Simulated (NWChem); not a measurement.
# arsine (AsH$_{3}$); SMILES [AsH3]

```xyz
4

As     0.0058    -0.0041     0.0528
H     -1.2938     0.4134    -0.6263
H      0.8276     0.9380    -0.8199
H      0.2038    -1.1631    -0.9179
```
Atoms are numbered in this order, from 1.

Geometry: optimised at PBE0/def2-SVP.

Give the principal values of the shielding tensors (ppm) of As1 from KT2/pcSseg-1, GIAO (NWChem), with their diamagnetic and paramagnetic parts as GIAO splits them.


```tsv
atom	σ11	σ22	σ33	isotropic	diamagnetic	paramagnetic
As1	1834.2	1963.8	1963.8	1920.6	2880.1	-959.5
```
